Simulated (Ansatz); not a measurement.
CH₅IN₂Si (`I[SiH]1NCN1`). The species carries charge 0 and has multiplicity 1. I takes the def2 core potential.

```xyz
10

I    -0.908    2.890   -0.567
Si   -0.750    0.435   -0.753
N     0.823   -0.244   -0.772
C     0.662   -0.694    0.618
N    -0.787   -0.462    0.707
H    -1.701    0.109   -1.835
H     1.712    0.110   -1.076
H     0.919   -1.753    0.742
H     1.239   -0.095    1.335
H    -1.209   -0.294    1.602
```

Question: List the harmonic frequencies (cm⁻¹, unscaled) at PBE0-D4/def2-TZVP in Ansatz. (Best estimate.)

Answer: Computed: 115, 129, 260, 286, 398, 433, 673, 704, 818, 825, 949, 1019, 1034, 1105, 1138, 1181, 1307, 1383, 1540, 2263, 2999, 3040, 3692, 3696.

Question: Is this a minimum?

Answer: Yes, all 24 modes are real.

Question: Give the ideal-gas thermochemistry at 298.15 K and 1 bar (rigid rotor, harmonic oscillator; point group Cs, symmetry number 1).

Answer: Zero-point energy 185.3 kJ/mol; H(298) − E = 204.4 kJ/mol; entropy 346.2 J/(mol·K), of which translation 174.9, rotation 118.4, vibration 52.9; G(298) − E = 101.1 kJ/mol.

Question: And at 400, 500, 600, 800 and 1000 K?

Answer: 
```csv
T (K),H − E (kJ/mol),S (J/mol/K),G − E (kJ/mol)
400,215.4,377.8,64.2
500,228.1,406.1,25.0
600,242.3,432.0,-16.9
800,274.1,477.6,-108.0
1000,309.1,516.6,-207.5
```
